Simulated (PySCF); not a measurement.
PySCF input (CCSD(T)/cc-pVDZ):

```python
from pyscf import gto, scf, mp, cc as ccmod

mol = gto.M(
    atom='''
    N    -0.00000000   -0.00000000   -1.01096879
    P     0.00000000    0.00000000    0.47178544
    ''',
    basis='cc-pvdz',
    charge=0,
    spin=0,
    verbose=4,
)

mf = scf.RHF(mol)
mf.conv_tol = 1e-10
mf.max_cycle = 100
mf.kernel()
mp2 = mp.MP2(mf, frozen=6).run()
cc = ccmod.CCSD(mf, frozen=6)
cc.max_cycle = 100
cc.kernel()
et = cc.ccsd_t()
print(f'E(CCSD(T)) = {cc.e_tot + et:.9f}')
```

Output:

```
PySCF version 2.14.0

[INPUT] verbose = 4
[INPUT] num. atoms = 2
[INPUT] num. electrons = 22
[INPUT] charge = 0
[INPUT] spin (= nelec alpha-beta = 2S) = 0
[INPUT] symmetry False subgroup None
[INPUT] Mole.unit = angstrom
[INPUT] Symbol           X                Y                Z      unit          X                Y                Z       unit  Magmom
[INPUT]  1 N      0.000000000000   0.000000000000  -1.010968790000 AA    0.000000000000   0.000000000000  -1.910454133583 Bohr   0.0
[INPUT]  2 P      0.000000000000   0.000000000000   0.471785440000 AA    0.000000000000   0.000000000000   0.891545271157 Bohr   0.0

nuclear repulsion = 37.4732413655633
number of shells = 10
number of NR pGTOs = 67
number of NR cGTOs = 32
basis = cc-pvdz
ecp = {}

******** <class 'pyscf.scf.hf.RHF'> ********
method = RHF
initial guess = minao
damping factor = 0
level_shift factor = 0
DIIS = <class 'pyscf.scf.diis.CDIIS'>
diis_start_cycle = 1
diis_space = 8
diis_damp = 0
SCF conv_tol = 1e-10
SCF conv_tol_grad = None
SCF max_cycles = 100
direct_scf = True
direct_scf_tol = 1e-13
Set gradient conv threshold to 1e-05
Initial guess from minao.
init E= -395.070614709922
  HOMO = -0.317969244370001  LUMO = -0.0329516194214864  gap/eV = 7.75572
cycle= 1 E= -395.107573083056  delta_E= -0.037  |g|= 0.325  |ddm|=  1.6
  HOMO = -0.422056216739047  LUMO = 0.0597109196508104  gap/eV = 13.10955
cycle= 2 E= -395.1121825265  delta_E= -0.00461  |g|= 0.354  |ddm|= 0.511
  HOMO = -0.44892378231513  LUMO = 0.0548228439600538  gap/eV = 13.70764
cycle= 3 E= -395.14300698115  delta_E= -0.0308  |g|= 0.0346  |ddm|= 0.244
  HOMO = -0.437618083280448  LUMO = 0.0672391768481267  gap/eV = 13.73787
cycle= 4 E= -395.143639493711  delta_E= -0.000633  |g|= 0.0136  |ddm|= 0.0471
  HOMO = -0.440322381670632  LUMO = 0.0658746705110121  gap/eV = 13.77432
cycle= 5 E= -395.143743885665  delta_E= -0.000104  |g|= 0.00373  |ddm|= 0.0219
  HOMO = -0.440090641289473  LUMO = 0.065776136676711  gap/eV = 13.76534
cycle= 6 E= -395.143754289441  delta_E= -1.04e-05  |g|= 0.00115  |ddm|= 0.00863
  HOMO = -0.440149845874149  LUMO = 0.0658101893813332  gap/eV = 13.76787
cycle= 7 E= -395.143755077172  delta_E= -7.88e-07  |g|= 0.000112  |ddm|= 0.00286
  HOMO = -0.440139534916299  LUMO = 0.0657972371147563  gap/eV = 13.76724
cycle= 8 E= -395.143755084549  delta_E= -7.38e-09  |g|= 9.84e-06  |ddm|= 0.000319
  HOMO = -0.440142125836927  LUMO = 0.0657954084379978  gap/eV = 13.76726
cycle= 9 E= -395.143755084601  delta_E= -5.23e-11  |g|= 1.26e-06  |ddm|= 2.95e-05
  HOMO = -0.440142330648261  LUMO = 0.0657955299056649  gap/eV = 13.76727
Extra cycle  E= -395.143755084601  delta_E= -3.41e-13  |g|= 9.35e-07  |ddm|= 2.48e-06
converged SCF energy = -395.143755084601

******** <class 'pyscf.mp.mp2.RMP2'> ********
nocc = 5, nmo = 26
frozen orbitals 6
E(RMP2) = -395.432860216663  E_corr = -0.289105132062351
E(SCS-RMP2) = -395.423807290729  E_corr = -0.280052206127728
E_corr(same-spin) = -0.0771622527081849
E_corr(oppo-spin) = -0.211942879354167

******** <class 'pyscf.cc.ccsd.CCSD'> ********
CC2 = 0
CCSD nocc = 5, nmo = 26
frozen orbitals 6
max_cycle = 100
direct = 0
conv_tol = 1e-07
conv_tol_normt = 1e-05
diis_space = 6
diis_start_cycle = 0
diis_start_energy_diff = 1e+09
Init t2, MP2 energy = -395.432860250522  E_corr(MP2) -0.28910516592129
Init E_corr(CCSD) = -0.289105165921592
cycle = 1  E_corr(CCSD) = -0.272711475153085  dE = 0.0163936908  norm(t1,t2) = 0.0701112
cycle = 2  E_corr(CCSD) = -0.290841219197472  dE = -0.018129744  norm(t1,t2) = 0.0323524
cycle = 3  E_corr(CCSD) = -0.288922564107903  dE = 0.00191865509  norm(t1,t2) = 0.0108597
cycle = 4  E_corr(CCSD) = -0.291333229929378  dE = -0.00241066582  norm(t1,t2) = 0.00698853
cycle = 5  E_corr(CCSD) = -0.291730922038481  dE = -0.000397692109  norm(t1,t2) = 0.00182248
cycle = 6  E_corr(CCSD) = -0.291630201550204  dE = 0.000100720488  norm(t1,t2) = 0.000655604
cycle = 7  E_corr(CCSD) = -0.291648396094528  dE = -1.81945443e-05  norm(t1,t2) = 0.000118067
cycle = 8  E_corr(CCSD) = -0.291653857433733  dE = -5.4613392e-06  norm(t1,t2) = 2.88793e-05
cycle = 9  E_corr(CCSD) = -0.291653480939668  dE = 3.76494065e-07  norm(t1,t2) = 1.06316e-05
cycle = 10  E_corr(CCSD) = -0.291653012831564  dE = 4.68108104e-07  norm(t1,t2) = 3.25333e-06
cycle = 11  E_corr(CCSD) = -0.291653222168166  dE = -2.09336602e-07  norm(t1,t2) = 9.99054e-07
cycle = 12  E_corr(CCSD) = -0.291653158781831  dE = 6.33863346e-08  norm(t1,t2) = 3.70794e-07
CCSD converged
E(CCSD) = -395.435408243383  E_corr = -0.2916531587818315
CCSD(T) correction = -0.0156358309613944
E(CCSD(T)) = -395.451044074
```
